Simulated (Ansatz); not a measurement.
Molecule: P₂H₅, charge 1, multiplicity 1. It need not be the lowest isomer of its formula. 
Coordinates optimised at B3LYP-D3(BJ)/def2-TZVP (Ansatz, a first-principles code):
```
P
H 1 1.3999
H 1 1.3999 2 105.75
H 1 1.4021 2 106.00 3 112.26
P 1 2.2072 2 110.26 3 -119.19
H 5 1.4193 1 90.52 2 -74.63
H 5 1.4193 6 94.34 1 90.56
```
Charge +1, spin multiplicity 1.

Wanted: vertical triplet-singlet gap (E(triplet) - E(singlet); each state is the SCF solution reached for its spin), in eV. Correlated levels leave the core frozen unless marked. Open shells are spin-unrestricted. No spin-orbit coupling. No relativistic terms. Basis-set limits of correlation are two-point, X^-3; Hartree-Fock from the larger set. The bracket is a focal-point correction in the basis named.

RI-MP2/CBS(def2-TZVPPD,def2-QZVPPD)+[CCSD(T)-MP2]/def2-TZVPPD (Ansatz) gives 5.21 eV.

Task: Another calculation gave 5.02 eV. Which level was it?
A) PBE/def2-TZVPD (Ansatz)
B) B3LYP/def2-TZVPD (Ansatz)
C) wB97M-V/def2-TZVPD (Ansatz)

Result: B, B3LYP/def2-TZVPD (Ansatz). The others give 4.87 (PBE), 5.20 (wB97M-V) eV.
